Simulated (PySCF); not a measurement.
Si(H)2(NCO)(OMe) (C2H5NO2Si), SMILES CO[SiH2]N=C=O.

Geometry optimised at B3LYP-D3(BJ)/def2-SVP. One conformer was computed; it need not be the lowest.

Vertical ionisation energy (IE) and electron affinity (EA) in eV. Rows of orbital energies are one-electron estimates. Where ΔSCF, EOM or ADC give a negative EA the extra electron is unbound and the value depends on the basis.

| level | IE | EA |
|---|---|---|
| −ε(HOMO), −ε(LUMO), HF/def2-TZVP (PySCF) | 11.87 | -3.11 |
| −ε(HOMO), −ε(LUMO), PBE/def2-TZVP (PySCF) | 6.88 | 0.93 |
